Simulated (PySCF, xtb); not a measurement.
5-thiophen-2-ylpyrimidine (C₈H₆N₂S), SMILES c1csc(-c2cncnc2)c1.

xtb 6.7.1 with GFN2-xTB at its own geometry gives an orbital gap of 2.28 eV and a dipole moment of 3.25 D.

Geometry: r2SCAN-D4/def2-SVP. One conformer was computed; it need not be the lowest.

Question: What does PySCF with M06-2X/def2-SVP give? (An estimate is asked for; the answer gives what the named calculation found.)

Answer: gap 6.76 eV (levels -7.70 and -0.94 eV), dipole 2.95 D.
